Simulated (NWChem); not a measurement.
Species: HTeF; SMILES [TeH]F

```xyz
3

Te    -0.0297    -0.2800     0.0000
H      1.6362    -0.4078     0.0000
F     -0.0103     1.6631     0.0000
```
Atoms are numbered in this order, from 1.

All runs: NWChem. Structure relaxed at the PBE0/def2-SVP level. def2 effective core potentials on Te; no spin-orbit coupling. Ions are spin-unrestricted doublets at the neutral geometry; other ion states weren't tried. Functional: LC-ωPBE (HJS hole) with def2-SVP; the question gives the range parameter ω in 1/bohr.

Q: Predict the results for range parameter (1/bohr) 0.60. Quantities: vertical ionisation energy, ΔSCF (eV); −ε(HOMO) (eV).

A: 
```
Quantity                               Value
-------------------------------------  -----
vertical ionisation energy, ΔSCF (eV)   9.35
−ε(HOMO) (eV)                           9.73
```
